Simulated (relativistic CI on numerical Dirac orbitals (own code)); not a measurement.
Pt⁴⁺: O2,3 absorption edge

Computed with this model: Dirac-Coulomb-Breit CI, separate exchange-only KLI orbitals for each configuration, QED by a radiative potential, multiplet model of core-to-valence dipole absorption, unscaled Slater integrals; configurations [Xe] 4f14 5d6 → [Kr] 4d10 4f14 5s2 5p5 5d7; 300 K; Lorentzian 0.6 eV and Gaussian 0.3 eV FWHM. Energies are those of the free ion, without screening or charge transfer. The branching ratio is the share of the lower-energy edge in the whole absorption, uncertain by about 0.02 where the edges overlap. S is read from ⟨S²⟩ = S(S + 1).

Field parameters in Wybourne normalisation: D4h B²₀ = −7Ds, B⁴₀ = 21(Dq − Dt), B⁴₄ = 21√(5/14) Dq; Oh B⁴₀ = 21Dq, B⁴₄ = √(5/14) B⁴₀; Td as Oh with Dq negative (B⁴₀ = 21Dq, B⁴₄ = √(5/14) B⁴₀). The field is a parameter set, without covalency.

Computed curve for Td, 10Dq = -18000 cm⁻¹, scaled to 100 at the maximum (points under 2 are left out and the grid is thinned):

```
Energy (eV)  Intensity
       48.2        2.0
       48.9        5.9
       49.5        3.4
       50.2        5.0
       50.8       11.8
       51.5       27.0
       52.2       33.5
       52.8       30.1
       53.5       20.8
       54.2       51.9
       54.8       77.7
       55.5       74.8
       56.1       95.8
       56.8       40.4
       57.5       35.2
       58.1       43.3
       58.8       28.7
       59.4       32.9
       60.1       50.6
       60.8       50.0
       61.4       28.6
       62.1       23.2
       62.8       17.1
       63.4       15.2
       64.1       10.2
       64.7        6.6
       65.4        3.2
       66.1        3.2
       66.7        2.8
       69.8        2.2
       71.5        3.1
       72.2        5.0
       72.9       11.6
       73.5        6.9
       74.2        9.3
       74.9        6.6
       75.5        5.4
       76.2        5.1
       76.8        2.4
       78.7        2.0
```

The ground state has S = 1.63, and the centroid lies at 58.24 eV.
